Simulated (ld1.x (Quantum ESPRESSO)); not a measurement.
**u(r) = r·R(r): atom against pseudo-atom (thulium)**

Columns: radius, all-electron u(r) and pseudo u(r) of the 6p shell (level -1.66 eV) of thulium in the configuration [Kr] 4d10 4f12 5s2 5p6 5d1 6s1.75 6p0.25; LDA (PZ), non-relativistic, PAW scheme, ld1.x (Quantum ESPRESSO) 7.5.

```tsv
r (bohr)	all-electron	pseudo
0.178	-0.0742	-0.0255
0.355	0.0914	-0.0926
0.533	0.0772	-0.1785
0.710	-0.0488	-0.2538
0.888	-0.1508	-0.2957
1.065	-0.1944	-0.2935
1.243	-0.1883	-0.2510
1.420	-0.1488	-0.1825
1.598	-0.0901	-0.1035
1.775	-0.0232	-0.0262
1.953	0.0460	0.0458
2.130	0.1124	0.1124
2.308	0.1745	0.1745
2.485	0.2304	0.2304
2.662	0.2798	0.2798
2.840	0.3231	0.3231
3.018	0.3600	0.3600
3.195	0.3908	0.3908
3.373	0.4162	0.4162
3.550	0.4363	0.4363
3.728	0.4518	0.4518
3.905	0.4630	0.4630
4.083	0.4704	0.4704
4.260	0.4743	0.4743
4.438	0.4752	0.4752
4.615	0.4735	0.4735
```

How many radial nodes do the two functions have?

The all-electron 6p function has n − l − 1 = 4 (the table is too coarse to show those close to the nucleus); the pseudo-wave has 1, since 1 lower shell of the same l stays in the valence.

At about which radius was the pseudo-wave matched?

2.15 bohr. The columns agree to 0.0005 from 1.95 bohr on; several derivatives are matched, so the curves merge somewhat inside the radius.

Is the pseudo-wave norm-conserving?

No, it belongs to a PAW set: the norm inside the radius is not constrained, and the difference is carried by the augmentation charge.
